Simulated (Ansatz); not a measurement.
Gas-phase electronic energies from Ansatz, PBE0-D4/def2-TZVP geometries. CCSD(T)/CBS adds triple-zeta CCSD(T) − MP2 to the extrapolated MP2 energy (def2 sets, frozen cores). This one scheme is used for every species. DFT in def2-TZVPP. B3LYP here is the variant with VWN-RPA as its local correlation; programs differ in this. HSE06 is defined as in plane-wave codes. Each species was taken in one conformer, which may not be the lowest.

`CCB(F)S` + H₂S → `FB(S)S` + `CC`  (ligand exchange at a B–C bond)

`CCB(F)S`:

```xyz
11

C     0.213   -1.507   -0.303
C    -0.171   -0.340    0.606
B     0.088    1.063   -0.031
F     1.230    1.298   -0.677
S    -1.123    2.395    0.103
H     0.089   -2.465    0.208
H     1.254   -1.432   -0.624
H    -0.407   -1.531   -1.202
H     0.437   -0.377    1.522
H    -1.209   -0.432    0.940
H    -0.399    3.327   -0.541
```

H₂S:

```xyz
3

S    -0.143    0.353    0.489
H     0.253   -0.921    0.346
H    -0.110    0.568   -0.835
```

`FB(S)S`:

Z-matrix (Å, degrees):
```
B
S 1 1.805
S 1 1.805 2 119.0
F 1 1.328 2 120.5 3 180.0
H 2 1.343 1 94.6 3 -180.0
H 3 1.343 1 94.6 2 180.0
```

`CC`:

Z-matrix (Å, degrees):
```
C
C 1 1.519
H 1 1.093 2 111.4
H 1 1.093 2 111.4 3 120.0
H 1 1.093 2 111.4 3 -120.0
H 2 1.093 1 111.4 3 180.0
H 2 1.093 1 111.4 3 -60.0
H 2 1.093 1 111.4 3 60.0
```

```json
{"level": "PBE-D4", "ΔE (kJ/mol)": "-62.6"}
{"level": "B3LYP-D4", "ΔE (kJ/mol)": "-59.0"}
{"level": "HSE06-D4", "ΔE (kJ/mol)": "-60.5"}
{"level": "BLYP", "ΔE (kJ/mol)": "-62.3"}
{"level": "CCSD/def2-SVP", "ΔE (kJ/mol)": "-59.3"}
{"level": "CCSD(T)/def2-SVP", "ΔE (kJ/mol)": "-60.5"}
{"level": "MP2/def2-TZVPP", "ΔE (kJ/mol)": "-60.3"}
{"level": "MP2/def2-QZVPP", "ΔE (kJ/mol)": "-60.2"}
```

(1) What does CCSD(T)/CBS give? (An estimate is asked.)

Largest T1 diagnostic among the species: 0.013.

Answers

(1) Ansatz gave: -55.9 kJ/mol. The listed levels differ from it by -6.7, -3.1, -4.6, -6.4, -3.4, -4.6, -4.4, -4.3 kJ/mol.

At CCSD(T), def2-SVP lies −4.6 kJ/mol from the extrapolated value and def2-TZVPP +0.3 kJ/mol. From BLYP to BHLYP (50 % exact exchange), in def2-TZVPP and without D4, ΔE moves by +4.9 kJ/mol.
